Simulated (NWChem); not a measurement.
System meant: TeBr₂; SMILES Br[Te]Br

NWChem input:

```
start job
memory heap 200 mb stack 900 mb global 1100 mb
geometry units angstroms noautoz
  Te     0.000000     0.000000     0.910826
  Br    -1.931145     0.000000    -0.683357
  Br     1.931145     0.000000    -0.683357
end
basis spherical
  * library def2-svp
end
dft
  xc pbe0
  iterations 150
  mulliken
end
task dft energy
```

End of the output:

```
             Grid Information
             ----------------
          Grid used for XC integration:  medium
          Radial quadrature: Mura-Knowles
          Angular quadrature: Lebedev.
          Tag              B.-S. Rad. Rad. Pts. Rad. Cut. Ang. Pts.
          ---              ---------- --------- --------- ---------
          Te                  1.40      123           8.0       590
          Br                  1.15      112          10.0       590
          Grid pruning is: on
          Number of quadrature shells:   235
          Spatial weights used:  Erf1

          Convergence Information
          -----------------------
          Convergence aids based upon iterative change in
          total energy or number of iterations.
          Levelshifting, if invoked, occurs when the
          HOMO/LUMO gap drops below (HL_TOL):  1.00D-02
          DIIS, if invoked, will attempt to extrapolate
          using up to (NFOCK): 10 stored Fock matrices.

                    Damping( 0%)  Levelshifting(0.5)       DIIS
                  --------------- ------------------- ---------------
          dE  on:    start            ASAP                start
          dE off:    2 iters        150 iters           150 iters

      Screening Tolerance Information
      -------------------------------
          Density screening/tol_rho:  1.00D-10
          AO Gaussian exp screening on grid/accAOfunc:  14
          CD Gaussian exp screening on grid/accCDfunc:  20
          XC Gaussian exp screening on grid/accXCfunc:  20
          Schwarz screening/accCoul:  1.00D-08

      Superposition of Atomic Density Guess
      -------------------------------------

      charge =      52.0 Te (Tellurium)

      symmetry species            s     p     d     f
      number of basis functions =10     7     6
      number of cont. functions = 4     4     2
      number of closed shells   = 5     3     2
      number of open shells     = 0     1     0
      open shell occupation     = 0     4     0
 ------------------------------------------------------------------------
 atomscf:atomd: error in atom scf                   0
 ------------------------------------------------------------------------
 ------------------------------------------------------------------------
  current input line :
    16: task dft energy
 ------------------------------------------------------------------------
 ------------------------------------------------------------------------
 This error has not yet been assigned to a category
 ------------------------------------------------------------------------
 For more information see the NWChem manual at https://nwchemgit.github.io

0:atomscf:atomd: error in atom scf:Received an Error in Communication
```

What is wrong, and how is it mended?

The program stopped with an error. Cause: the def2 basis of a heavy element holds valence functions alone and wants its effective core potential (without it all electrons must fit into that basis). This input runs:
```
start job
memory heap 200 mb stack 900 mb global 1100 mb
geometry units angstroms noautoz
  Te     0.000000     0.000000     0.910826
  Br    -1.931145     0.000000    -0.683357
  Br     1.931145     0.000000    -0.683357
end
basis spherical
  Te library def2-svp
  Br library def2-svp
end
ecp
  Te library def2-ecp
end
dft
  xc pbe0
  iterations 150
  mulliken
end
task dft energy
```
It converges to -5415.15831 Ha (PBE0/def2-SVP with def2 effective core potentials on Te).
